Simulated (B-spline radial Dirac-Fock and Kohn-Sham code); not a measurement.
# Rb 4p1/2: cross section and angular parameters

System: the free rubidium atom, [Kr] 5s1; threshold 20.22 eV (orbital energy of the model). The computed values come from a radial finite-basis atomic code: Dirac-Hartree-Slater photoionisation with a Latter tail; cross sections with all multipoles, angular parameters from the dipole term and its interference with E2.

The run's input, task.json:

```json
{"items": [{
  "Z": 37,
  "q": 0,
  "cfg": [[1, 0, 2], [2, 0, 2], [2, 1, 6], [3, 0, 2], [3, 1, 6], [3, 2, 10], [4, 0, 2], [4, 1, 6], [5, 0, 1]],
  "A": 85,
  "rrms": 4.2036,
  "do": "xps",
  "hv": [54.4, 55.7, 80, 150, 507.0, 520.0, 545.0, 600, 718.0, 800, 881.0, 958.0, 1120.0, 1190.0, 1253.6, 1300.0, 1486.9, 1720.0, 1950.0, 2260.0, 2400.0, 2510.0, 4000, 4190.0, 4580.0, 5414.7, 7360.0, 11200.0, 13800.0],
  "edges": {"K": 15200.0, "L1": 2065.0, "L2": 1864.0, "L3": 1804.0, "M1": 326.7, "M2": 248.7, "M3": 239.1, "M4": 113.0, "M5": 112.0}
}]}
```

Launch: `python xray2_run.py task.json out`

For linearly polarised light dσ/dΩ = σ/(4π) [1 + β P₂(cos θ) + (δ + γ cos²θ) sin θ cos φ], with θ from the polarisation vector and φ the angle between the beam and the projection of the electron momentum on the plane normal to the polarisation.

```
hν (eV)   σ (kb)       β       γ       δ
   54.4      297   1.104   0.311  -0.024
   55.7      272   1.013   0.311  -0.025
     80      106  -0.131   0.028   0.005
    150     70.9   0.804   0.116   0.020
    507     20.0   1.635   0.009  -0.001
    520     19.3   1.639   0.005  -0.001
    545     17.9   1.646  -0.003  -0.001
    600     15.5   1.656  -0.014  -0.001
    718     11.6   1.667  -0.023   0.000
    800     9.62   1.669  -0.018   0.000
    881     8.11   1.667  -0.009   0.001
    958     6.96   1.664   0.005   0.001
   1120     5.18   1.653   0.042   0.002
   1190     4.60   1.647   0.060   0.002
 1253.6     4.14   1.641   0.077   0.003
   1300     3.85   1.637   0.091   0.003
 1486.9     2.91   1.618   0.146   0.005
   1720     2.13   1.593   0.216   0.007
   1950     1.61   1.569   0.285   0.009
   2260     1.14   1.536   0.375   0.013
   2400    0.992   1.522   0.414   0.014
   2510    0.891   1.511   0.443   0.016
   4000        ?       ?       ?       ?
   4190    0.243   1.360   0.821   0.040
   4580    0.191   1.330   0.892   0.046
 5414.7    0.121   1.271   1.025   0.060
   7360   0.0502   1.153   1.270   0.093
  11200   0.0142   0.979   1.593   0.157
  13800  0.00736   0.890   1.742   0.198
```

Question: Give the values at 4000 eV.

Answer: σ = 0.275 kb, β = 1.375, γ = 0.785, δ = 0.037.
